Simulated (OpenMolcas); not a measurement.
# Ar3+: effect of the active space

```json
{
  "Program": "OpenMolcas",
  "Method": "SS-CASPT2 or its RAS form, IPEA 0.25 Eh, imaginary shift 0.1 Eh",
  "Basis": "ANO-RCC-VTZP",
  "Scalar Hamiltonian": "DKH2, point nucleus",
  "Spin-orbit coupling": "RASSI with atomic mean-field integrals over the reference wave functions, term energies averaged over their components"
}
```

A. 3 electrons in 3 orbitals (3p); 2S+1 = 4 odd, 1 root; 2S+1 = 2 odd, 8 roots; closed shells correlated: 2s 2p 3s; CASPT2 step of the order of 0.6 core-seconds
B. 5 electrons in 4 orbitals (3s 3p); 2S+1 = 4 odd, 1 root; 2S+1 = 2 odd, 8 roots; 2S+1 = 4 even, 3 roots; 2S+1 = 2 even, 9 roots; closed shells correlated: 2s 2p; CASPT2 step about 1.5 core-seconds
C. 5 electrons in 8 orbitals (3s 3p 4s 4p); 2S+1 = 4 odd, 1 root; 2S+1 = 2 odd, 8 roots; 2S+1 = 4 even, 3 roots; 2S+1 = 2 even, 9 roots; closed shells correlated: 2s 2p; CASPT2 step about 7 core-seconds
D. 5 electrons in 9 orbitals (RAS2 3s 3p; RAS3 3d, at most 2 electrons); 2S+1 = 4 odd, 1 root; 2S+1 = 2 odd, 11 roots; 2S+1 = 4 even, 3 roots; 2S+1 = 2 even, 9 roots; closed shells correlated: 2s 2p; CASPT2 step about 13 core-seconds

Energies in cm-1 above 3s2 3p3 4S* 3/2, the measured ground level; measured values from Saloman, J. Phys. Chem. Ref. Data 39, 033101 (2010).

| Level | A | B | C | D | Measured |
| --- | --- | --- | --- | --- | --- |
| 3s2 3p3 4S* 3/2 | 0.0 | 0.0 | 0.0 | 0.0 | 0.0 |
| 3s2 3p3 2D* 3/2 | 22170 | 22110 | 22450 | 22030 | 21091 |
| 3s2 3p3 2D* 5/2 | 22270 | 22220 | 22580 | 22130 | 21220 |
| 3s2 3p3 2P* 1/2 | 37210 | 35740 | 36190 | 36220 | 34855 |
| 3s2 3p3 2P* 3/2 | 37350 | 35850 | 36310 | 36330 | 35032 |

Deviations, from unrounded energies. A percentage is the sum of absolute deviations over the sum of measured energies, with the sign that they share, or ± where signs differ.

```tsv
Against measurement	Levels	A	B	C	D
mean absolute deviation (cm-1)	4	1700	930	1300	1100
other terms of the ground configuration (%)	4	+6.1	+3.3	+4.8	+4.0
```

B lies closest to measurement on these levels and A furthest from it. The largest miss of B in the table is 3s2 3p3 2D* 3/2, by +1000 cm-1. The ranking rests on the paired levels alone, and a cruder setting can come out closer through cancelling errors.

Among A to D the level of the table that moves most is 3s2 3p3 2P* 3/2, by 1500 cm-1 (lowest in B, highest in A). Moves below CASPT2's spread within the term are not significant.

CASPT2 does not keep the components of a term degenerate, so their means are used; among the terms shown or strongly mixed into the levels shown the widest spread is 250 cm-1 (3s2 3p3 2D*, A). Over all roots computed the reference weight is 0.89 to 0.97 in B, 0.87 to 0.97 in C; the roots of lowest weight are the least certain, and an intruder state may touch them. With the s shell closed, the reference lacks s² → p² mixing (holds for A). Active for correlation alone: 4p 4s; no level in the range computed is led by a configuration that fills them, so any true level of that kind is missing (holds for C). The run also gave levels led by 3s2 3p2 3d, which use shells meant for correlation; these and all levels above them are left out (holds for D). Measured partners are found by configuration, term and J. A level has none where our copy of the source lacks it or the pairing is in doubt (some pairs that miss far off the trend of their configuration count as doubtful), and it then counts in no deviation. Only configurations of the active space appear. The table leaves out levels that lie high or whose names do not pair safely across all columns.

* marks odd parity.
